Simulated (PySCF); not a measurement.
Spinor energies of Sb³⁺ (antimony, charge +3)

Start: [Kr] 4d10 5s2. Calculated with PySCF 2.14 in x2c-TZVPPall-2c (8s9p5d2f, 74 functions): generalised Hartree-Fock with the X2C-1e Hamiltonian and a Gaussian nucleus; one run each with spin-orbit coupling (SO) switched off, then screened by Boettger's factors.

```
spinor shell  electrons  ε, spin-free (eV)  ε, screened SO (eV)  weight of nominal j (screened SO)  rms radius, screened SO (bohr)
       1s1/2          2           -30674.2             -30671.1                              1.000                          0.0325
       2s1/2          2            -4788.1              -4787.2                              1.000                           0.133
       2p1/2          2            -4294.4              -4469.3                              1.000                           0.115
       2p3/2          4            -4294.4              -4215.0                              1.000                           0.120
       3s1/2          2            -1003.3              -1003.1                              1.000                           0.352
       3p1/2          2            -838.38              -871.65                              1.000                           0.345
       3p3/2          4            -838.38              -823.20                              1.000                           0.356
       3d3/2          4            -587.51              -593.31                              1.000                           0.329
       3d5/2          6            -587.51              -583.46                              1.000                           0.332
       4s1/2          2            -205.79              -205.75                              1.000                           0.842
       4p1/2          2            -152.77              -158.98                              1.000                           0.893
       4p3/2          4            -152.77              -149.95                              1.000                           0.922
       4d3/2          4            -73.394              -74.196                              1.000                            1.09
       4d5/2          6            -73.394              -72.845                              1.000                            1.10
       5s1/2          2            -41.894              -41.896                              1.000                            2.19
```

```
   quantity    spin-free  screened SO
E (hartree)  -6475.37212  -6477.03253
        M_J            0            0
       ⟨J²⟩        0.000        0.000
       ⟨L²⟩        0.000        0.019
       ⟨S²⟩        0.000        0.019
```

Breit and QED terms are absent; they matter most for the inner s and p1/2 levels.

Densities and radii are taken from the X2C orbitals without a picture-change correction, which distorts them close to the nucleus.

Without spin-orbit coupling the j labels of p, d and f shells carry no meaning; the spin-free column gives the mean over the occupied spinors of each nl shell.
